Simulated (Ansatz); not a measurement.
Coupled-cluster diagnostics for the cluster Ta2O6H2, Ansatz.

Geometry of the singlet (PBE-D4/def2-SVP):

```csv
atom,x (Å),y (Å),z (Å)
Ta1,0.625,0.699,1.591
Ta2,-0.369,-0.427,-0.955
O3,-1.718,0.388,-2.021
O4,1.681,0.831,3.218
O5,0.999,0.743,-0.448
O6,0.768,1.953,3.070
O7,0.232,-2.042,-1.756
O8,-0.825,-0.583,0.852
H9,-2.264,1.191,-1.970
H10,0.871,-2.754,-1.581
```

In the def2 sets Ta takes a core potential; there is no spin–orbit coupling. Correlated methods freeze 6 core orbitals; core or outer-core shells of Ta are correlated, in sets that lack core-valence functions. The structure holds one bond between oxygen atoms, so isomers without such links may lie far lower. No other spin state of charge 0 was run. Another isomer (singlet) lies 1.67 eV lower at PBE0-D4/def2-TZVP; other spin states weren't run for this one.

**Question.** Estimate the CCSD(T) correlation energy, the shares of MP2 and (T), T1 and the reference's ⟨S²⟩ for: charge 0, singlet, own geometry in def2-SVP; and the rough time on 4 threads of Arm Neoverse V1 on a shared host.

**Answer.** 
| state | basis | correlation (eV) | MP2 share (%) | (T) share (%) | T1 | ⟨S²⟩ (pure) | wall time | remarks |
| --- | --- | --- | --- | --- | --- | --- | --- | --- |
| charge 0, singlet, own geometry | def2-SVP | -47.980 | 97.2 | 4.5 | 0.063 | 0.00 (0.00) | 3.1 min | large T1 (0.063), restricted SCF unstable |
Customary marks for T1 are 0.02 (closed shells), 0.045 (open shells) and about 0.05 (3d metals). T1 exceeds 0.02 in 1 of 1 rows and 0.045 in 1; the higher it lies, the less the single-reference result can be trusted.
